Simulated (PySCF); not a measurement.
Compound: C6H10FO (doublet state).
Cartesian coordinates in Å at the GFN2-xTB level; atoms count from 1:
```
atom  x, y, z in Å
F1     1.506    0.240    1.551
C2     1.569   -0.139    0.178
C3     1.355    1.008   -0.716
O4     0.202    1.702   -0.887
C5    -0.893    1.427   -0.040
C6    -1.521    0.049   -0.268
C7    -0.806   -1.064    0.492
C8     0.612   -1.326   -0.008
H9     2.603   -0.479    0.048
H10    2.178    1.464   -1.234
H11   -0.592    1.530    1.010
H12   -1.617    2.211   -0.279
H13   -2.559    0.093    0.066
H14   -1.519   -0.165   -1.339
H15   -0.766   -0.807    1.553
H16   -1.381   -1.987    0.394
H17    1.022   -2.177    0.539
H18    0.598   -1.574   -1.071
```

The hyperfine couplings belong to this conformer and change with its torsions.

The species is `[CH]1OCCCC[C@@H]1F` [radical].

Method used: UKS B3LYP, pcH-1 on C F H O, non-relativistic, mean-field spin-orbit, GIAO (PySCF 2.14.0). The structure is a single GFN2-xTB conformer in the gas phase; no vibrational or solvent corrections. The geometry wasn't refined by DFT: couplings that depend on bond lengths, twists or pyramidal angles can differ widely from those at the functional's own minimum. Stability of the SCF solution: not tested.

(1) Match the computed a_iso(13C) values +81.1, +28.1, +13.9, -12.1, -2.7 MHz with the sites C2; C3; C5; C6; C8.

## Answers

(1) 
```json
{"site": "C2", "a_iso (MHz)": "-12.1", "ρ(0) (bohr⁻³)": "-0.0108", "position": "1 bond from C3", "distance from C3 (Å)": "1.47", "spin population": "0.00", "largest |T| (MHz)": "3.1"}
{"site": "C3", "a_iso (MHz)": "+81.1", "ρ(0) (bohr⁻³)": "+0.0722", "position": "largest spin population", "distance from C3 (Å)": "0.00", "spin population": "+0.83", "largest |T| (MHz)": "143.8"}
{"site": "C5", "a_iso (MHz)": "-2.7", "ρ(0) (bohr⁻³)": "-0.0024", "position": "2 bonds from C3", "distance from C3 (Å)": "2.38", "spin population": "-0.01", "largest |T| (MHz)": "2.8"}
{"site": "C6", "a_iso (MHz)": "+13.9", "ρ(0) (bohr⁻³)": "+0.0124", "position": "3 bonds from C3", "distance from C3 (Å)": "3.06", "spin population": "+0.01", "largest |T| (MHz)": "2.0"}
{"site": "C8", "a_iso (MHz)": "+28.1", "ρ(0) (bohr⁻³)": "+0.0250", "position": "2 bonds from C3", "distance from C3 (Å)": "2.55", "spin population": "+0.01", "largest |T| (MHz)": "5.2"}
```

ρ(0) is the spin density at the nucleus and T the dipolar tensor. Largest spin populations (Mulliken): C3 (+0.83) and O4 (+0.14). No atom but C3 exceeds +0.15. The angles at C3 add up to 359.6°, so it is planar; its axial dipolar tensor and the negative coupling of its proton fit spin in a p orbital normal to that plane.

The spin density at the nucleus, in bohr⁻³, is negative for H10 (-0.0120), C2 (-0.0108) and C5 (-0.0024), for instance. A restricted open-shell determinant has no negative spin density anywhere; here it arises because α and β orbitals differ (spin polarisation).

On an Arm Neoverse V2 with one thread, shared host, this took 97 s wall (with the writing of density and orbital grids) and 0.96 GiB of memory at its peak.
